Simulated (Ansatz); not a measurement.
Consider the redistribution: `NB[SeH]` + `[CH3][AlH][SiH2][SnH3]` → `[CH3][AlH][SiH2][SeH]` + `N[BH][SnH3]`.

Isolated molecules relaxed with PBE0-D4/def2-TZVP in Ansatz; ΔE leaves out vibrations. CCSD(T)/CBS adds triple-zeta CCSD(T) − MP2 to the extrapolated MP2 energy (def2 sets, frozen cores). DFT in def2-TZVPP. def2 core potentials past Kr. For Se, Sn outer-core shells are correlated without core-valence functions, which leaves a few kJ/mol of doubt a bond. Scalar relativity is left out up to krypton. Each species was taken in one conformer, which may not be the lowest.

Problem. Is it downhill or uphill in electronic energy at CCSD(T)/CBS, and by how much? (Estimate.)

Solution. Computed: Uphill: ΔE = +9.7 kcal/mol.

Problem. What do these levels give: PBE-D4, r2SCAN-D4, ωB97X-V, ωB97M-V, PBE, r2SCAN, PBE0, HF/def2-TZVPP, CCSD/def2-TZVPP, CCSD(T)/def2-TZVPP, MP2/def2-QZVPP, MP2/CBS(def2)? (Best estimate.)

Solution. The calculation gave: PBE-D4 10.6, r2SCAN-D4 10.9, ωB97X-V 9.5, ωB97M-V 9.2, PBE 10.5, r2SCAN 10.9, PBE0 10.5, HF/def2-TZVPP 9.2, CCSD/def2-TZVPP 9.7, CCSD(T)/def2-TZVPP 9.9, MP2/def2-QZVPP 9.9, MP2/CBS(def2) 9.9 kcal/mol.

Largest T1 diagnostic among the species: 0.014.
